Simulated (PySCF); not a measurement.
**Carbon: a sound run and one with changed settings**

Sound run: C⁺ [He] 2s2 2p1, C²⁺ [He] 2s2. Calculation: PySCF 2.14, in def2-SVP; no relativity, point nucleus. In the sound run the correlated levels freeze 1s2. The sound run starts from symmetry-adapted Hartree-Fock orbitals and uses a fine grid where one is needed.

Changed run: a valence shell is frozen. This setting is unsound on purpose.

Ionisation energy of C⁺:

```tsv
method	sound run (eV)	changed run (eV)
UHF	24.309	24.309
MP2	24.355	24.309
SCS-MP2	24.309	24.309
CCSD	24.133	24.309
CCSD(T)	24.153	24.309
CCSDT	n/a	24.309
FCI	n/a	24.309
```

Freezing a valence shell removes pair correlation that changes on ionisation.

For comparison, NIST gives 24.383 eV between the lowest levels.
